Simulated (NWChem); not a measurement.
## Atomisation of BN

```
B
N 1 1.3202
```
Charge 0, spin multiplicity 3.

Everything below was run with NWChem. Structure: optimised with UB3LYP/def2-SVP, a minimum by its harmonic frequencies.

Basis set: def2-QZVP. The atomisation energy is electronic alone: no zero-point, thermal, spin-orbit or counterpoise terms. No value is extrapolated to the basis-set limit. Free atoms are single determinants with multiplicities B 2, N 4. Correlated methods freeze the same cores in atoms and molecule, 2 orbitals in all.

B3LYP has NWChem's definition, with VWN1-RPA local correlation. This spin state was chosen for the runs; another may lie lower. The structure started from a generated list of species. The unpaired electrons of the parent sit in orbitals of symmetry a1 and b1 (C2v labels of the run); other states weren't searched. The stability of the SCF solutions was not checked. Open-shell Hartree-Fock references start from PBE0 orbitals. Coupled-cluster values serve here as a point of comparison, not as the truth.

Order these methods by the atomisation energy they give, lowest first: CCSD(T), PBE0, HF, PBE, MP2.

HF (52.6 kcal/mol), CCSD(T) (101.6 kcal/mol), MP2 (106.0 kcal/mol), PBE0 (111.4 kcal/mol), PBE (122.5 kcal/mol)
